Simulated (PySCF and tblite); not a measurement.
Values are calculated unless marked as measured or tabulated.
Stationary points of ethyl trimethylhydrazine at GFN2-xTB, in Å:

Structure A

```
 1 C     1.644   -1.063    0.849
 2 C     1.361   -0.165   -0.350
 3 N     0.284    0.789   -0.106
 4 C     0.266    1.838   -1.108
 5 N    -1.021    0.288    0.079
 6 C    -1.348    0.057    1.468
 7 C    -1.464   -0.776   -0.796
 8 H     0.867   -1.811    0.982
 9 H     2.589   -1.581    0.701
10 H     1.711   -0.464    1.753
11 H     1.178   -0.784   -1.245
12 H     2.251    0.438   -0.548
13 H     0.202    1.460   -2.139
14 H     1.175    2.432   -1.013
15 H    -0.595    2.473   -0.913
16 H    -1.039   -0.928    1.843
17 H    -0.868    0.830    2.063
18 H    -2.430    0.142    1.583
19 H    -1.216   -0.526   -1.826
20 H    -1.036   -1.760   -0.553
21 H    -2.549   -0.847   -0.713
```

Structure B

```
 1 C     1.767   -1.070    0.785
 2 C     1.496   -0.109   -0.363
 3 N     0.332    0.724   -0.079
 4 C     0.151    1.775   -1.068
 5 N    -0.827    0.013    0.179
 6 C    -1.397    0.103    1.489
 7 C    -1.475   -0.827   -0.788
 8 H     0.943   -1.768    0.901
 9 H     2.677   -1.633    0.594
10 H     1.883   -0.515    1.712
11 H     1.380   -0.677   -1.303
12 H     2.346    0.567   -0.486
13 H     0.059    1.399   -2.097
14 H     1.006    2.449   -1.023
15 H    -0.750    2.331   -0.815
16 H    -1.422   -0.875    1.989
17 H    -0.790    0.783    2.080
18 H    -2.425    0.488    1.450
19 H    -0.943   -0.778   -1.735
20 H    -1.499   -1.876   -0.460
21 H    -2.510   -0.504   -0.960
```

Structure C

```
 1 C     2.031   -1.048    0.720
 2 C     1.559   -0.117   -0.387
 3 N     0.349    0.581    0.013
 4 C    -0.006    1.650   -0.903
 5 N    -0.682   -0.327    0.335
 6 C    -1.511    0.187    1.403
 7 C    -1.468   -0.837   -0.773
 8 H     1.270   -1.794    0.925
 9 H     2.951   -1.546    0.423
10 H     2.211   -0.480    1.628
11 H     1.420   -0.690   -1.321
12 H     2.318    0.647   -0.578
13 H    -0.109    1.320   -1.948
14 H     0.772    2.411   -0.857
15 H    -0.943    2.101   -0.581
16 H    -2.084   -0.639    1.824
17 H    -0.860    0.599    2.170
18 H    -2.216    0.966    1.077
19 H    -0.803   -1.172   -1.567
20 H    -2.035   -1.696   -0.416
21 H    -2.175   -0.102   -1.186
```

Geometries: GFN2-xTB; energies: PBE0/pcSseg-1 + D3(BJ), IEF-PCM acetone; zero-point and thermal terms from GFN2-xTB harmonic modes (soft modes blended into free rotors).

**Question.** Which structure is a saddle point, and along which motion?

**Answer.** B: one imaginary mode (248i cm⁻¹ at GFN2-xTB, mostly on N5, C6), along the pyramidal inversion at N5.

**Question.** Give their symmetry and energies above the lowest.

**Answer.** A C1, 2.3 kcal/mol; B C1, 6.0 kcal/mol; C C1, 0.0 kcal/mol.
